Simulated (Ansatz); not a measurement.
One geometry of the cluster Sn₃Br₈⁻, several levels of theory.

```yaml
crystal:
  periodic: [false, false, false]
  atoms:
    - {symbol: Sn, position_ang: [0.864349, 1.534076, -1.288124]}
    - {symbol: Sn, position_ang: [-0.425342, -2.174733, -0.580481]}
    - {symbol: Sn, position_ang: [-0.421334, 1.230916, 2.602568]}
    - {symbol: Br, position_ang: [3.230404, 2.366594, -2.071545]}
    - {symbol: Br, position_ang: [0.245232, -1.179753, -2.964652]}
    - {symbol: Br, position_ang: [1.087822, -4.287428, -0.188085]}
    - {symbol: Br, position_ang: [-2.725191, -3.297750, -1.175538]}
    - {symbol: Br, position_ang: [1.827457, -0.396642, 0.467836]}
    - {symbol: Br, position_ang: [0.642233, 3.278060, 1.074880]}
    - {symbol: Br, position_ang: [-2.363119, 2.688365, 3.612191]}
    - {symbol: Br, position_ang: [-1.962521, 0.238315, 0.510950]}
basis:
  gaussian: {orbitals: def2-SVP, initial_orbitals: start.molden}
total_charge: -1
magnetization: {spin_polarized: true, initial_magnetization: 1}
hamiltonian: {xc: pbe, dispersion: d4}
scf: {omitted_lower_state_checks: [starts]}
output: {orbitals: {seedname: orbitals}}
```

The file start.molden holds the orbitals of an earlier run on this structure, at another level or in another basis.

```sh
$ ansatz run in.yaml --threads 4 --pin off --events-out ev --progress --plain --max-ram 6963MiB
```

Output, abridged:

```
Functional definition: PBE
3633 factors; their error is unknown
mean field evaluation 1: about -577729.4154 eV, gradient 9.9e-2 eV
mean field evaluation 2: about -577728.9942 eV, gradient 3.3e-4 eV
mean field evaluation 4: about -577728.9942 eV, gradient 2.0e-5 eV
mean field -577728.99416827 eV, -21231.1489369067 hartree, gradient 2.0e-5 eV, S^2 0.750882; 0 other end points of the search recorded, 0 dependent functions left out
reference -577728.99422792 eV, -21231.1489390990 hartree; 174, 173 occupied and 160, 161 virtual orbitals, 3633 factors
Total energy: -577730.04247331 eV, -21231.1874614065 hartree
Checks for a lower state left out: starts
```

It took 31 s on 4 threads of Arm Neoverse N1 on a shared host, peak host memory 1.2 GiB.

Geometry: PBE-D4/def2-SVP.

In the def2 sets Sn takes a core potential; there is no spin–orbit coupling. The structure comes from a short search, and lower isomers may exist.
